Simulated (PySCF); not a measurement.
## [PbF3]+: from structure and modes to constants

Method: PBE0 in PySCF with Pb def2-TZVP with ECP60, F def2-TZVP; scalar-relativistic core potentials, no spin–orbit coupling; density-fitted integrals.

The singlet minimum has D3h symmetry. Masses (u): Pb 207.97664, F 18.99840.

```xyz
4
charge 1 multiplicity 1, angstrom
Pb    0.0000    0.0000    0.0000
F     1.9337    0.0000    0.0000
F    -0.9669    1.6746    0.0000
F    -0.9668   -1.6746    0.0000
```

Harmonic wavenumbers (cm⁻¹): 83.7 (e', ×2), 131.2 (a2'', ×1), 617.4 (a1', ×1), 652.5 (e', ×2).

Find the principal moments of inertia and the rotational constants. What kind of rotor is it?

About the centre of mass I = 106.56, 106.56, 213.12 u Å². With B = 16.8576/I this gives 0.1582, 0.1582, 0.0791 cm⁻¹. The molecule is an oblate symmetric top.

What is the harmonic zero-point energy?

Half the sum of all 6 wavenumbers, 2221/2 = 1111 cm⁻¹, which is 13.3 kJ/mol (1 cm⁻¹ = 0.0119627 kJ/mol).

Only a few start shapes were tried, so a lower isomer may exist. No spin–orbit coupling is included, which matters more the heavier the element.
